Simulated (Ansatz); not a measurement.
```yaml
crystal:
  periodic: [true, true, true]
  atoms:
    - {symbol: F, position_ang: [-2.266314, 0.988779, 0.735247]}
    - {symbol: Sn, position_ang: [-0.506972, 1.205844, -0.021573]}
    - {symbol: P, position_ang: [0.760966, -0.773580, 0.832787]}
    - {symbol: S, position_ang: [0.551335, -2.036708, -0.860956]}
    - {symbol: H, position_ang: [-0.774523, 1.202105, -1.704987]}
    - {symbol: H, position_ang: [0.048270, 2.691455, 0.611549]}
    - {symbol: H, position_ang: [2.019332, -0.204884, 0.490281]}
    - {symbol: H, position_ang: [0.260105, -3.130313, -0.138247]}
basis:
  gaussian: {orbitals: def2-SVP}
hamiltonian: {xc: {name: SPW92}}
output: {forces: true}
```

```sh
$ ansatz run in.yaml --threads 4 --pin off --events-out ev --progress --plain --max-ram 10444MiB
```

How does Ansatz answer? (Best estimate.)

Computed: The input was rejected before any iteration.
```
Error: YAML parse error: error: line 2 column 3: crystal: missing field `lattice` (a structure is typed as `lattice` and `atoms`, a molecule's as `atoms` in Å alone, or read from a run's directory, `checkpoint`)
 --> <input>:2:3
1 | crystal:
2 |   periodic: [true, true, true]
3 |   atoms:
4 |     - {symbol: F, position_ang: [-2.266314, 0.988779, 0.735247]}
```
